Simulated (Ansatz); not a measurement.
`C[Si](S)(Cl)Cl` + NH₃ → `C[Si](N)(Cl)Cl` + H₂S at 600 K and 1 bar (ligand exchange at the Si–S bond).

Isolated molecules relaxed with PBE0-D4/def2-TZVP in Ansatz; ΔE leaves out vibrations. CCSD(T)/CBS is the MP2 limit (def2-TZVPP, def2-QZVPP) plus CCSD(T) − MP2 in def2-TZVPP, frozen cores. This one scheme is used for every species. One conformer a species, not always the lowest.

| species | CCSD(T)/CBS energy (Eh) | H − E (kJ/mol) | S (J/(mol·K)) |
| --- | --- | --- | --- |
| `C[Si](S)(Cl)Cl` | -1647.02782 | 196.8 | 464.8 |
| NH₃ | -56.50880 | 112.4 | 219.5 |
| `C[Si](N)(Cl)Cl` | -1304.56570 | 241.1 | 459.8 |
| H₂S | -398.97279 | 60.8 | 230.9 |

H − E and S are ideal-gas, rigid-rotor, harmonic terms from PBE0-D4/def2-TZVP, for one conformer and one mirror image of each species. 1 Eh = 2625.50 kJ/mol, R = 8.31446 J/(mol·K).

**Question.** By hand: ΔE, ΔH, ΔS and ΔG.

**Answer.** ΔE = (-1304.56570) + (-398.97279) − (-1647.02782) − (-56.50880) = -0.00187 Eh = -4.9 kJ/mol. Δ(H − E) = 241.1 + 60.8 − 196.8 − 112.4 = -7.3, so ΔH = -12.2 kJ/mol. ΔS = 459.8 + 230.9 − 464.8 − 219.5 = 6.4 J/(mol·K). ΔG = -12.2 − 600 × (6.4)/1000 = -16.0 kJ/mol.

**Question.** By hand: the equilibrium constant, and the temperature at which ΔG would vanish if ΔH and ΔS stayed fixed.

**Answer.** log₁₀ K = −ΔG/(RT ln 10) = 1.4. ΔH and −TΔS have one sign here, so there is no such temperature.

The number of gas molecules stays the same, so ΔS is small and ΔH decides. A doubt of 5 kJ/mol in ΔE shifts log₁₀ K by 0.4 here. Other conformers and mirror images would add mixing entropy, several J/(mol·K) or more a flexible species. These are equilibria of isolated gas molecules and say nothing of rates. Largest T1 diagnostic: 0.010 (customary marks: 0.02 for closed shells, 0.045 for open ones).

ΔS is within the doubt of such terms, so its sign, and with it that verdict, could turn.
